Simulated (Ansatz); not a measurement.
Potential energy curve for ICl, singlet.

Calculation: unrestricted PBE/def2-SVP, def2 effective core potentials past Kr in Ansatz (a first-principles code).

The batch members p0 to p7 hold the bond at 1.75, 1.84, 1.96, 2.09, 2.16, 2.26, 2.31, 2.40 Å.

Ansatz input:

Ansatz 0.2 input:
```yaml
# input.yaml
basis:
  gaussian: { orbitals: def2-svp }
hamiltonian:
  xc: pbe
batch:
  members: [p0.yaml, p1.yaml, p2.yaml, p3.yaml, p4.yaml, p5.yaml, p6.yaml, p7.yaml]

# p4.yaml, one of the 8 members of this batch
crystal:
  periodic: [false, false, false]
  atoms:
    - { symbol: I, position_ang: [0.0, 0.0, 0.0] }
    - { symbol: Cl, position_ang: [0.0, 0.0, 2.16] }
total_charge: 0
magnetization:
  spin_polarized: true
```

Lines of the output on each member:

```
Member 0: Total energy: -20606.13335747 eV, -757.2614335482 hartree
Member 1: Total energy: -20609.02193382 eV, -757.3675867711 hartree
Member 2: Total energy: -20611.45490183 eV, -757.4569966962 hartree
Member 3: Total energy: -20612.89579628 eV, -757.5099485906 hartree
Member 4: Total energy: -20613.33241285 eV, -757.5259939536 hartree
Member 5: Total energy: -20613.67889562 eV, -757.5387269608 hartree
Member 6: Total energy: -20613.76129942 eV, -757.5417552445 hartree
Member 7: Total energy: -20613.80039990 eV, -757.5431921607 hartree
```

The unrestricted determinant behind UKS-PBE is spin-contaminated at 2.89 to 9.16 Å (<S²> up to 1.0, against 0.00 for a pure singlet).
